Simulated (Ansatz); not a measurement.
Cost and result up the ladder for Te(GeH3)2 (Ge2TeH6) (9 atoms). The state is a singlet with charge 0. Geometry: PBE-D4/def2-SVP.

```xyz
9

Te   -0.6516    0.1538   -1.7205
Ge    1.5203   -0.7839   -0.6766
H     2.2478    0.3223    0.1330
H     2.4126   -1.2581   -1.8508
H     1.1930   -1.9760    0.2617
Ge   -1.5401    0.7902    0.6230
H    -2.9879    1.3060    0.4288
H    -0.6586    1.9014    1.2533
H    -1.5355   -0.4558    1.5480
```

Ansatz on 4 threads of INTEL XEON PLATINUM 8581C on a shared host. Times are rough, and most runs start from the orbitals of an earlier one. ωB97M-V/def2-TZVP serves as the yardstick here, not as an exact answer. Differences are given only for rows in sets of like size (and for xTB, whose basis is part of the method), since another set adds its own error. Binding counts from free atoms at the same level (Te triplet, Ge triplet, H doublet; other spins of the atoms weren't run), without zero-point energy or a counterpoise term.

In the def2 sets Te takes a core potential; there is no spin–orbit coupling. LC-ωPBE has ω = 0.4 bohr⁻¹. Correlated methods freeze 22 core orbitals; core or outer-core shells of Te, Ge are correlated, in sets that lack core-valence functions.

Correlated methods converge slowly with the basis.

| level | functions | binding energy per atom (eV) | difference from ωB97M-V/def2-TZVP (eV) |
| --- | --- | --- | --- |
| BLYP-D4/def2-TZVP | 182 | 2.55 | -0.01 |
| r2SCANh-D4/def2-TZVP | 182 | 2.59 | 0.03 |
| PBE0-D4/def2-TZVP | 182 | 2.56 | 0.00 |
| LC-ωPBE/def2-TZVP | 182 | 2.53 | -0.04 |
| r2SCAN-D4/def2-TZVP | 182 | 2.60 | 0.04 |
| PBE0-D4/def2-SVP | 120 | 2.56 | – |
| ωB97X-V/def2-TZVP (with forces) | 182 | 2.62 | 0.06 |
| ωB97M-V/def2-TZVP | 182 | 2.56 | 0.00 |
| CCSD(T)/def2-TZVP | 182 | 2.52 | -0.04 |
| PBE-D4/def2-SVP | 120 | 2.57 | – |
| PBE-D4/def2-TZVP | 182 | 2.57 | 0.01 |

Estimate how long each takes.

PBE-D4/def2-SVP 0.6 s; PBE-D4/def2-TZVP 0.95 s; BLYP-D4/def2-TZVP 1.2 s; PBE0-D4/def2-SVP 1.2 s; LC-ωPBE/def2-TZVP 1.4 s; r2SCAN-D4/def2-TZVP 1.8 s; PBE0-D4/def2-TZVP 2 s; r2SCANh-D4/def2-TZVP 2.7 s; ωB97M-V/def2-TZVP 4.7 s; ωB97X-V/def2-TZVP (with forces) 5.5 s; CCSD(T)/def2-TZVP 43 s. On shared hardware such times vary by a factor of up to 3.
